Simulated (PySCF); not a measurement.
CHO2 (SMILES [O]C=O), doublet, geometry from GFN2-xTB. Base run: DF-B3LYP/6-31G* (PySCF).

Here is a job for PySCF.
```python
from pyscf import gto, scf, dft

mol = gto.Mole()
mol.atom = '''
    O     1.15623491   -0.01312691    0.00983414
    C    -0.02457140    0.19152173    0.00045866
    O    -1.11548103   -0.30452915   -0.01059486
    H    -0.17860263    1.39211811    0.00333384
'''
mol.basis = '6-31g*'
mol.spin = 1
mol.verbose = 4
mol.build()

mf = dft.UKS(mol)
mf.xc = 'b3lyp'
mf = mf.density_fit(auxbasis='def2-universal-jkfit')
mf.kernel()
```

The base run was repeated with changes; each row names its change, and settings that it needs were set with it.

```tsv
change	basis functions	E (Eh)	HOMO (eV)	dipole (D)	core-seconds (rough)
base	44	-189.07080	-8.62	1.50	4
basis = STO-3G	16	-186.45324	-4.80	1.13	2
basis = LANL2DZ	29	-189.03659	-8.92	1.81	3
basis = def2-SV(P)	44	-188.93366	-8.73	1.52	4
basis = 6-31G**	___	___	-8.62	___	4
basis = def2-SVPD	___	___	___	1.60	6
basis = 6-311+G(2d,p)	87	-189.14543	-9.09	1.60	6
basis = def2-TZVP	___	___	___	1.58	6
basis = pcseg-2	104	___	-9.07	1.62	7
basis = pc-2	104	-189.16683	-9.07	1.62	8
basis = def2-TZVPD	126	-189.16478	-9.07	1.57	9
basis = cc-pVQZ	195	-189.17090	-9.02	1.57	10
basis = def2-QZVP	201	-189.17498	-9.06	1.58	20
```

What belongs in the gaps?


- basis = 6-31G**, basis functions: 47
- basis = 6-31G**, E (Eh): -189.07238
- basis = 6-31G**, dipole (D): 1.51
- basis = def2-SVPD, basis functions: 74
- basis = def2-SVPD, E (Eh): -188.95231
- basis = def2-SVPD, HOMO (eV): -9.15
- basis = def2-TZVP, basis functions: 99
- basis = def2-TZVP, E (Eh): -189.16352
- basis = def2-TZVP, HOMO (eV): -9.01
- basis = pcseg-2, E (Eh): -189.16222

Totals compare only among sets that treat the same electrons; sets with core potentials leave the core out.

Open shells are given as the SCF converged; they aren't shown to be the lowest states, and a large step between rows can be another state.
